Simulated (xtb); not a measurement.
BH2Br, SMILES BBr. All values are semi-empirical tight-binding results from xtb (GFN2-xTB unless named), good for trends rather than for accurate numbers. The structure is a stationary point at GFN2-xTB.

| Property | Value |
|---|---|
| point group as xtb finds it | C2v |
| orbital gap | 3.53 eV |
| zero-point energy | 12.8 kcal/mol |
| G − E(el) at 298.15 K (modified RRHO) | -2.2 kcal/mol |
| static polarisability (D4 model) | 36.1 bohr³ |
| solvation energy, GFN2-xTB/ALPB(water) | -1.0 kcal/mol |
| solvation energy, GFN2-xTB/ALPB(ch2cl2) | -2.4 kcal/mol |
